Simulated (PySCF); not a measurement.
# Steps of a relaxation of HoF3(NH3)

HoF3(NH3) (singlet in the valence; each metal's 4f electrons, 10 of them, lie in its core potential, out of spins and levels). PySCF 2.14.0, RKS PBE0, Ho lcecp-1-SVP with ECP56, F def2-SVP, N def2-SVP, H def2-SVP; non-relativistic Hamiltonian with scalar-relativistic core potentials where named; density fitting; no spin-orbit coupling. Origin of the start: template. Columns: position (Å) and force (eV/Å). Energies are counted from the last step; some of the 9 steps are shown. Forces carry noise of the integration grid, about 0.01 to 0.03 eV/Å.

Run from Python with OMP_NUM_THREADS=2. Where DIIS fails, smearing, a level shift and second-order steps follow.
It took 31 s on 2 threads of Arm Neoverse V2 (shared host), from the converged density of the start.

```xyz
8
step 0  E = 0.281 eV
Ho    0.0102   -0.0102    0.0102     1.29   -1.29    1.29
F     1.2093    1.1889    1.2093    -0.87   -0.53   -0.87
F    -1.1889   -1.2093    1.2093     0.53    0.87   -0.87
F     1.2093   -1.2093   -1.1889    -0.87    0.87    0.53
N    -1.4303    1.4303   -1.4303     0.00    0.00    0.00
H    -2.0435    2.0435   -0.8932    -0.08    0.08    0.08
H    -0.8932    2.0435   -2.0435     0.08    0.08   -0.08
H    -2.0435    0.8932   -2.0435    -0.08   -0.08   -0.08
```

```xyz
8
step 3  E = 0.028 eV
Ho    0.0685   -0.0685    0.0685     0.01   -0.01    0.01
F     1.1308    1.2597    1.1308     0.08    0.22    0.08
F    -1.2597   -1.1308    1.1308    -0.22   -0.08    0.08
F     1.1308   -1.1308   -1.2597     0.08   -0.08   -0.22
N    -1.3892    1.3892   -1.3892     0.01   -0.01    0.01
H    -2.0023    2.0023   -0.8469     0.01   -0.01    0.00
H    -0.8469    2.0023   -2.0023     0.00   -0.01    0.01
H    -2.0023    0.8469   -2.0023     0.01    0.00    0.01
```

```xyz
8
step 5  E = 0.005 eV
Ho    0.0952   -0.0952    0.0952    -0.06    0.06   -0.06
F     1.1015    1.3394    1.1015    -0.03   -0.02   -0.03
F    -1.3394   -1.1015    1.1015     0.02    0.03   -0.03
F     1.1015   -1.1015   -1.3394    -0.03    0.03    0.02
N    -1.3621    1.3621   -1.3621     0.05   -0.05    0.05
H    -1.9744    1.9744   -0.8184     0.02   -0.02    0.01
H    -0.8184    1.9744   -1.9744     0.01   -0.02    0.02
H    -1.9744    0.8184   -1.9744     0.02   -0.01    0.02
```

Where does the relaxation end?

It converges at step 8 in C3v:
```xyz
8
step 8  E = 0
Ho    0.0965   -0.0965    0.0965
F     1.0693    1.3839    1.0693
F    -1.3839   -1.0693    1.0693
F     1.0693   -1.0693   -1.3839
N    -1.3373    1.3373   -1.3373
H    -1.9474    1.9474   -0.7895
H    -0.7895    1.9474   -1.9474
H    -1.9474    0.7895   -1.9474
```

How did the contacts change?


| contact | start (Å) | end (Å) |
| --- | --- | --- |
| Ho1–F2 (F) | 2.077 | 2.021 |
| Ho1–F3 (F) | 2.077 | 2.021 |
| Ho1–F4 (F) | 2.077 | 2.021 |
| Ho1–N5 (NH3) | 2.495 | 2.483 |


An lcecp potential fixes the number of 4f electrons, so in runs with it no electron can move into or out of that shell.
